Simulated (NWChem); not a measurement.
System: CH$_{3}$F$_{3}$OSi; SMILES CO[Si](F)(F)F

The following NWChem deck was run.

```
start job
memory heap 200 mb stack 900 mb global 1100 mb
geometry units angstroms noautoz
  C     -0.078366     2.326949     0.001443
  O      0.688568     1.119714     0.000730
  Si     0.062143    -0.370813     0.000253
  F     -0.850722    -0.636442    -1.276011
  F      1.258083    -1.409621    -0.002924
  F     -0.846230    -0.639300     1.279114
  H     -0.708392     2.387570     0.895926
  H     -0.707075     2.389347    -0.893827
  H      0.625465     3.161704     0.002858
end
basis spherical
  * library def2-tzvp
end
dft
  xc xctpssh
  iterations 150
  semidirect filesize 400000000
  mulliken
end
task dft energy
```

Excerpt of the output:

```
             Northwest Computational Chemistry Package (NWChem) 7.3.0
             --------------------------------------------------------

 CS  symmetry detected

                             Geometry "geometry" -> ""
                             -------------------------

 Output coordinates in angstroms (scale by  1.889725989 to convert to a.u.)

  No.       Tag          Charge          X              Y              Z
 ---- ---------------- ---------- -------------- -------------- --------------
    1 C                    6.0000     0.01709737     2.30315941     0.00000000
    2 O                    8.0000     0.72247681     1.05895530     0.00000000
    3 Si                  14.0000     0.02203647    -0.39825496     0.00000000
    4 F                    9.0000    -0.90083892    -0.61927451    -1.27756479
    5 F                    9.0000     1.16433731    -1.49577586     0.00000000
    6 F                    9.0000    -0.90083892    -0.61927451     1.27756479
    7 H                    1.0000    -0.60838879     2.39617742     0.89487486
    8 H                    1.0000    -0.60838879     2.39617742    -0.89487486
    9 H                    1.0000     0.76193308     3.10153966     0.00000000

 Effective nuclear repulsion energy (a.u.)     348.3266524192

      Symmetry information
      --------------------

 Group name             Cs
 Group number              2
 Group order               2
 No. of unique centers     7

                                 NWChem DFT Module
                                 -----------------

 Summary of "ao basis" -> "ao basis" (spherical)
 ------------------------------------------------------------------------------
       Tag                 Description            Shells   Functions and Types
 ---------------- ------------------------------  ------  ---------------------
 C                         def2-tzvp                11       31   5s3p2d1f
 O                         def2-tzvp                11       31   5s3p2d1f
 Si                        def2-tzvp                13       37   5s5p2d1f
 F                         def2-tzvp                11       31   5s3p2d1f
 H                         def2-tzvp                 4        6   3s1p

      Symmetry analysis of basis
      --------------------------

        a'        130
        a"         80

            General Information
            -------------------
          SCF calculation type: DFT
          Wavefunction type:  closed shell.
          No. of atoms     :     9
          No. of electrons :    58
           Alpha electrons :    29
            Beta electrons :    29
          Charge           :     0
          Spin multiplicity:     1
          Use of symmetry is: on ; symmetry adaption is: on
          Maximum number of iterations: 150
          AO basis - number of functions:   210
                     number of shells:    80
          Convergence on energy requested:  1.00D-06
          Convergence on density requested:  1.00D-05
          Convergence on gradient requested:  5.00D-04

              XC Information
              --------------
                  TPSS hybrid Method XC Functional
                     Hartree-Fock (Exact) Exchange  0.100
                  TPSS metaGGA Exchange Functional  0.900
             TPSS03 metaGGA Correlation Functional  1.000

             Grid Information
             ----------------
          Grid used for XC integration:  medium
          Radial quadrature: Mura-Knowles
          Angular quadrature: Lebedev.
          Tag              B.-S. Rad. Rad. Pts. Rad. Cut. Ang. Pts.
          ---              ---------- --------- --------- ---------
          C                   0.70       49          10.0       434
          O                   0.60       49           8.0       434
          Si                  1.10       88          11.0       590
          F                   0.50       49          12.0       434
          H                   0.35       45          11.0       434
          Grid pruning is: on
          Number of quadrature shells:   374
          Spatial weights used:  Erf1

      Superposition of Atomic Density Guess
      -------------------------------------

 Sum of atomic energies:        -701.04470866

      Non-variational initial energy
      ------------------------------

 Total energy =    -702.769778
 1-e energy   =   -1666.507480
 2-e energy   =     615.411050
 HOMO         =      -0.407081
 LUMO         =       0.021621

      Symmetry analysis of molecular orbitals - initial
      -------------------------------------------------

  Numbering of irreducible representations:

     1 a'          2 a"

  Orbital symmetries:

     1 a'          2 a'          3 a'          4 a"          5 a'
     6 a'          7 a'          8 a'          9 a'         10 a"
    11 a'         12 a'         13 a"         14 a'         15 a'
    16 a'         17 a'         18 a"         19 a'         20 a'
    21 a"         22 a'         23 a"         24 a'         25 a"
    26 a"         27 a'         28 a'         29 a"         30 a'
    31 a'         32 a'         33 a"         34 a'         35 a'
    36 a"         37 a'         38 a"         39 a'

------------------------------------------------------------
EAF file 0: "./job.aoints.0" size=375914496 bytes
------------------------------------------------------------
               write      read    awrite     aread      wait
               -----      ----    ------     -----      ----
     calls:      717         0         0         0         0
   data(b): 3.76e+08  0.00e+00  0.00e+00  0.00e+00
   time(s): 0.00e+00  0.00e+00  0.00e+00  0.00e+00  0.00e+00
rate(mb/s): 0.00e+00  0.00e+00
------------------------------------------------------------

     ---------------------------------------------
      Total Density - Mulliken Population Analysis
     ---------------------------------------------

[...]
```

Level: TPSSh/def2-TZVP. Geometry: optimised at B3LYP/6-31G* (spherical d).
